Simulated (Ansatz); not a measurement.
**Pulling the pair apart**

The pair of F⁻ (SMILES [F-], atom 1) and Cl2 (SMILES ClCl, atoms 2–3), both closed shells, in one local arrangement (a lower one may exist), relaxed at PBE0-D4/def2-TZVPD:

```
3
angstrom
F -0.5301 0.3972 -1.8887
Cl -0.0372 0.0278 -0.1314
Cl 0.5674 -0.4251 2.0201
```

Cl2 is shifted rigidly along the line between the mean atom positions of the two fragments (negative: closer). Counterpoise interaction energies in kJ/mol. Program: Ansatz 0.2.0. Basis: def2-TZVPPD. Cores are frozen in the correlated methods.

```csv
shift (Å),MP2,r2SCAN-D4,PBE0-D4
-0.19,-180.3,-226.0,-221.7
-0.09,-201.6,-248.8,-239.6
0.00,-209.1,-257.9,-244.5
0.09,-207.4,-257.9,-241.0
0.22,-194.9,-248.5,-227.7
0.47,-158.1,-218.3,-193.0
0.93,-91.8,-161.2,-131.5
1.86,-32.5,-107.6,-71.7
```

Task: What does CCSD(T) give at these shifts? (Judge from chemistry; the value comes from the calculation.)

Result: The calculation gives: -165.0, -186.6, -194.9, -194.5, -184.9, -154.5, -95.2, -34.1 kJ/mol. For zero shift, CCSD(T) at an estimated basis limit (MP2 extrapolated from triple and quadruple zeta, plus CCSD(T) − MP2 in triple zeta) gives -210.7 kJ/mol. These are counterpoise interaction energies, counted from the two frozen fragments.

No T1 diagnostic of these runs exceeds 0.030. The restricted Hartree–Fock reference is unstable towards an unrestricted one here.

For scale, one of the runs: CCSD(T)/def2-TZVPPD, 142 basis functions, launched by `ansatz run in.yaml --threads 2 --pin off --events-out ev --progress --plain --max-ram 5222MiB`. The run took 7 s on 2 CPU threads of an Arm Neoverse V2 (shared host), with 0.6 GiB of host memory at its peak.
